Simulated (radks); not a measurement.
Results of a calculation; reference values are marked as such.
Question: Kr+, 35 electrons, occupied as [Ar] 3d10 4s2 4p5. Level of theory: Dirac Kohn-Sham, PBE, spin-unpolarised, spherical densities, finite nucleus; open shells fill j = l - 1/2 first; Fermi nuclear charge, rms radius 4.1884 fm (a radial shooting solver on a logarithmic mesh with Libxc functionals). Some entries of the table are withheld. Estimate them.

| orbital | occ. | eigenvalue (eV) | <r> (bohr) | r(max) (bohr) |
|---|---|---|---|---|
| 1s1/2 | 2 | -14165.18 | 0.04149 | 0.02708 |
| 2s1/2 | 2 | -1875.416 | 0.1832 | 0.1543 |
| 2p1/2 | 2 | -1695.943 | 0.1573 | 0.1211 |
| 2p3/2 | 4 | -1642.111 | 0.1613 | 0.1245 |
| 3s1/2 | 2 | -275.6964 | 0.5301 | 0.4671 |
| 3p1/2 | 2 | -212.3191 | 0.5334 | 0.4574 |
| 3p3/2 | 4 | -204.4009 | 0.5438 | 0.4662 |
| 3d3/2 | 4 | -93.9766 | 0.5532 | 0.4097 |
| 3d5/2 | 6 | -92.6732 | 0.5571 | 0.4124 |
| 4s1/2 | 2 | (1) | (2) | 1.330 |
| 4p1/2 | 2 | (3) | 1.805 | 1.500 |
| 4p3/2 | 3 | (4) | 1.842 | 1.529 |

Answer: 
(1) 4s1/2 eigenvalue (eV): -33.9368
(2) 4s1/2 <r> (bohr): 1.538
(3) 4p1/2 eigenvalue (eV): -20.0024
(4) 4p3/2 eigenvalue (eV): -19.2860
